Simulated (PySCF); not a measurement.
Adding and removing an electron: NaTl

PBE0; Na def2-SVPD, Tl def2-SVPD with ECP60; scalar-relativistic core potentials (PySCF 2.14). Neutral (UKS): singlet (closed shell), Re = 3.268 Å, ωe = 135 cm⁻¹, De = 0.74 eV, HOMO -3.40 eV, LUMO -1.63 eV.

NaTl⁺ (UKS): doublet (σ ↑), Re = 3.636 Å, ωe = 87.4 cm⁻¹. The energies at the minima are -334.63815 hartree for NaTl and -334.46018 for NaTl⁺.

Task: Work out the adiabatic ionisation energy, without and with harmonic zero-point energies (1 hartree = 27.2114 eV, 1 eV = 8065.5 cm⁻¹), and the change of the bond length.

Result: At PBE0: 0.17797 hartree = 4.843 eV between the minima; the zero-point term (87.4 − 135.0)/2 cm⁻¹ = -0.003 eV makes it 4.840 eV. Re changes by +36.8 pm against the neutral. Minus the HOMO energy is 3.40 eV, -1.44 eV from the value between the minima; self-interaction puts the Kohn–Sham level too high, less so with exact exchange. The electron leaves a σ orbital, and the longer bond of the ion fits a bonding orbital, or a change in how ionic the bond is.

Closed-shell solutions of metal pairs were not tested for spin polarisation, which can lower them a little. Spin–orbit coupling is left out, which matters for elements this heavy, above all for dissociation energies. States were picked by a PBE0 search and need not be the measured ground states.
